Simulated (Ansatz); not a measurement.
Z-matrix (Å, degrees):
```
Si
O 1 1.644
C 1 1.848 2 113.3
H 1 1.486 2 109.9 3 -121.4
H 1 1.482 2 106.6 3 117.2
H 2 0.958 1 117.9 3 73.1
C 3 1.338 1 124.9 2 113.5
Cl 3 1.751 1 118.0 2 -66.6
O 7 1.333 3 126.9 1 179.3
H 7 1.085 3 120.3 1 -0.5
H 9 0.969 7 108.1 3 0.3
```

Charge 0, multiplicity 1.

(1) List the B3LYP/def2-TZVPP orbital energies in eV (Ansatz 0.2.0). (Estimate.)

Results:

(1) Ansatz gave: Occupied: -2763.08, -1799.54, -522.00, -520.69, -279.12, -277.92, -257.78, -196.86, -196.64, -196.63, -143.98, -99.32, -99.30, -99.28, -29.83, -27.59, -23.94, -20.51, -17.25, -15.75, -14.09, -13.97, -12.37, -11.79, -10.96, -10.68, -10.59, -9.93, -9.53, -8.96, -8.48, -6.82. Lowest empty: -0.57, 0.10, 0.45, 1.04, 1.20, 1.89, 2.13, 2.36.

B3LYP here is the variant with VWN-RPA as its local correlation; programs differ in this.
